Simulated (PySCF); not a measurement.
Si(Cl)(F)2(NHMe) (CH4ClF2NSi), SMILES CN[Si](F)(Cl)F. Atoms are numbered in the order given.

```xyz
10

C     -2.3636     0.1525     0.7130
N     -0.9865     0.4601     1.0676
Si     0.3757     0.2671     0.0947
F      1.6751     0.1917     1.0403
F      0.6731     1.4743    -0.9317
Cl     0.2210    -1.4091    -1.0499
H     -2.8579    -0.4283     1.5089
H     -2.3795    -0.4640    -0.1977
H     -2.9631     1.0588     0.5190
H     -0.8626     0.9198     1.9637
```
Charge 0, spin multiplicity 1.

The structure is a stationary point at ωB97X-D3(BJ)/def2-SVP. The structure was generated by enumeration, and PubChem lists no compound with its InChIKey, so it may never have been made. One conformer was computed; it need not be the lowest.

Level of theory: PySCF with ωB97X-D3(BJ)/def2-SVP.

Frequencies are harmonic and unscaled.

Give all harmonic wavenumbers and intensities. (Estimate from the structure and the level; the computed values follow.)


| mode | ν (cm⁻¹) | IR (km/mol) | moving atoms (share of kinetic energy) |
|---|---|---|---|
| 1 | 62 | 0.3 | C 29 %, H 28 %, F 20 %, N 13 %, Cl 8 % |
| 2 | 110 | 3.1 | H 92 % |
| 3 | 156 | 0.7 | C 30 %, Cl 26 %, F 21 %, H 18 % |
| 4 | 204 | 1.5 | F 61 %, Cl 20 %, N 12 % |
| 5 | 265 | 8.0 | F 52 %, N 16 %, Cl 14 % |
| 6 | 311 | 5.9 | F 43 %, H 21 %, Si 17 % |
| 7 | 326 | 38.1 | F 45 %, Cl 17 %, N 14 %, Si 10 % |
| 8 | 407 | 112.4 | H 68 %, N 20 % |
| 9 | 413 | 14.3 | N 27 %, F 24 %, Si 19 %, H 12 %, C 12 % |
| 10 | 567 | 82.8 | Cl 35 %, Si 29 %, F 20 %, N 9 % |
| 11 | 816 | 206.5 | Si 38 %, N 24 %, F 19 %, H 11 % |
| 12 | 938 | 163.0 | Si 45 %, F 39 % |
| 13 | 972 | 168.8 | F 49 %, Si 48 % |
| 14 | 1109 | 17.1 | H 82 %, C 10 % |
| 15 | 1152 | 2.1 | H 77 %, C 18 % |
| 16 | 1187 | 114.1 | N 38 %, C 31 %, H 28 % |
| 17 | 1424 | 98.8 | H 59 %, N 29 %, C 10 % |
| 18 | 1469 | 8.6 | H 84 %, C 16 % |
| 19 | 1482 | 4.8 | H 97 % |
| 20 | 1512 | 12.5 | H 94 % |
| 21 | 3053 | 53.8 | H 97 % |
| 22 | 3133 | 26.2 | H 90 %, C 10 % |
| 23 | 3173 | 10.4 | H 91 %, C 9 % |
| 24 | 3653 | 51.4 | H 93 % |
